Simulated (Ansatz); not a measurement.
Species: sum formula ZrOCl₂, charge -1, multiplicity 2. The spin state was set by rule; other spins were not relaxed. 
Structure (B3LYP-D3(BJ)/def2-TZVP (Ansatz, a first-principles code) minimum search):
```xyz
4

Zr    -0.1861    -0.1845    -0.0582
O     -1.4174    -1.4046    -0.4430
Cl    -0.6795     2.1152    -0.8561
Cl     1.7845    -1.0202     1.2015
```
Charge -1, spin multiplicity 2.

Basis-set convergence of Hartree-Fock and CCSD correlation energies (hartree) with Ansatz. Cores are frozen in the correlated levels unless marked. UHF or UKS for open shells. Spin-orbit coupling is left out. The frozen core is the preceding noble-gas configuration, with the filled d and f shells of earlier blocks. In def2 rows, elements after Kr have scalar-relativistic effective core potentials. This anion needs diffuse functions, which these sets lack.

| basis | functions | E(HF) | E(corr, CCSD) |
|---|---|---|---|
| def2-SVP | 81 | -1040.29589 | -0.56793 |
| def2-TZVPP | 171 | -1040.71961 | -0.75822 |
| def2-QZVPP | 278 | ___ | ___ |

Question: Complete the blanks.

Answer: 
- def2-QZVPP, E(HF): -1040.75202
- def2-QZVPP, E(corr, CCSD): -0.81802
